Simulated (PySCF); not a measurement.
C7H5NO2S.

```xyz
16

C     -3.1793     0.0077     0.0000
N     -1.7302     0.0024     0.0000
C     -0.9631    -0.0004     1.1834
O     -1.4213    -0.0089     2.3047
C      0.4478     0.0019     0.7120
C      1.7019     0.0011     1.2608
S      2.8948     0.0014     0.0000
C      1.7019     0.0011    -1.2608
C      0.4478     0.0019    -0.7120
C     -0.9631    -0.0004    -1.1834
O     -1.4213    -0.0089    -2.3047
H     -3.5288    -0.5065    -0.9045
H     -3.5288    -0.5065     0.9045
H     -3.5711     1.0375     0.0000
H      2.0002     0.0002     2.3077
H      2.0002     0.0002    -2.3077
```
Charge 0, spin multiplicity 1.

Geometry: TPSSh-D3(BJ)/def2-SVP. A frequency run showed that this geometry is not a minimum.

All values below come from PBE/pcSseg-1 run with PySCF. Non-relativistic, no solvent.

Computed absolute GIAO shielding of each atom: isotropic value and principal components (ppm):
```json
[
 {"atom": "C1", "σ(iso)": "154.5", "σ11": "128.2", "σ22": "158.2", "σ33": "177.3", "span": "49.1"},
 {"atom": "N2", "σ(iso)": "54.4", "σ11": "-10.5", "σ22": "68.3", "σ33": "105.3", "span": "115.8"},
 {"atom": "C3", "σ(iso)": "16.7", "σ11": "-68.3", "σ22": "48.4", "σ33": "70.0", "span": "138.3"},
 {"atom": "O4", "σ(iso)": "-133.0", "σ11": "-538.3", "σ22": "-214.3", "σ33": "353.4", "span": "891.7"},
 {"atom": "C5", "σ(iso)": "38.6", "σ11": "-16.9", "σ22": "22.3", "σ33": "110.5", "span": "127.4"},
 {"atom": "C6", "σ(iso)": "50.8", "σ11": "-24.4", "σ22": "34.3", "σ33": "142.7", "span": "167.1"},
 {"atom": "S7", "σ(iso)": "179.4", "σ11": "82.0", "σ22": "227.6", "σ33": "228.6", "span": "146.7"},
 {"atom": "C8", "σ(iso)": "50.8", "σ11": "-24.4", "σ22": "34.3", "σ33": "142.7", "span": "167.1"},
 {"atom": "C9", "σ(iso)": "38.6", "σ11": "-16.9", "σ22": "22.3", "σ33": "110.5", "span": "127.4"},
 {"atom": "C10", "σ(iso)": "16.7", "σ11": "-68.3", "σ22": "48.4", "σ33": "70.0", "span": "138.3"},
 {"atom": "O11", "σ(iso)": "-133.0", "σ11": "-538.3", "σ22": "-214.3", "σ33": "353.4", "span": "891.7"},
 {"atom": "H12", "σ(iso)": "27.8", "σ11": "23.4", "σ22": "27.3", "σ33": "32.9", "span": "9.5"},
 {"atom": "H13", "σ(iso)": "27.8", "σ11": "23.4", "σ22": "27.3", "σ33": "32.9", "span": "9.5"},
 {"atom": "H14", "σ(iso)": "28.7", "σ11": "24.0", "σ22": "26.2", "σ33": "35.9", "span": "11.9"},
 {"atom": "H15", "σ(iso)": "23.8", "σ11": "20.9", "σ22": "24.2", "σ33": "26.3", "span": "5.4"},
 {"atom": "H16", "σ(iso)": "23.8", "σ11": "20.9", "σ22": "24.2", "σ33": "26.3", "span": "5.4"}
]
```
